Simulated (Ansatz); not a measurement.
Start from `B[SiH2]CC` and change one atom or group to get `B[SiH2][CH2][InH2]`.

Ansatz, PBE0-D4/def2-TZVP geometries, multiplicity 1. Each molecule was computed in one conformer, which needn't be the lowest.

Elements past krypton have def2 core potentials.

| property | `B[SiH2]CC` |
| --- | --- |
| HOMO energy (PBE0/def2-TZVPP) / eV | -8.00 |
| LUMO energy (PBE/def2-TZVPP) / eV | -3.31 |
| HOMO–LUMO gap (PBE0/def2-TZVPP) / eV | 5.70 |
| size of the dipole moment (B3LYP/def2-TZVPP) / D | 0.80 |
| LUMO energy (ωB97M-V/def2-TZVPP) / eV | -0.35 |
| HOMO–LUMO gap (ωB97M-V/def2-TZVPP) / eV | 9.83 |

Problem. What does the change do to each property? (Estimate.)

Solution. Ansatz gave: 
```tsv
property	`B[SiH2][CH2][InH2]`	shift
HOMO energy (PBE0/def2-TZVPP) / eV	-7.35	0.65
LUMO energy (PBE/def2-TZVPP) / eV	-3.56	-0.25
HOMO–LUMO gap (PBE0/def2-TZVPP) / eV	4.79	-0.91
size of the dipole moment (B3LYP/def2-TZVPP) / D	0.73	-0.07
LUMO energy (ωB97M-V/def2-TZVPP) / eV	-0.62	-0.27
HOMO–LUMO gap (ωB97M-V/def2-TZVPP) / eV	8.85	-0.98
```

With PBE0 the HOMO rises by 0.65 eV and the LUMO falls by 0.26 eV, so the gap narrows by about 0.91 eV. PBE moves the HOMO by 0.51 eV and ωB97M-V by 0.71 eV. Dipoles are sizes alone; their direction can turn.

B3LYP here is the variant with VWN-RPA as its local correlation; programs differ in this.
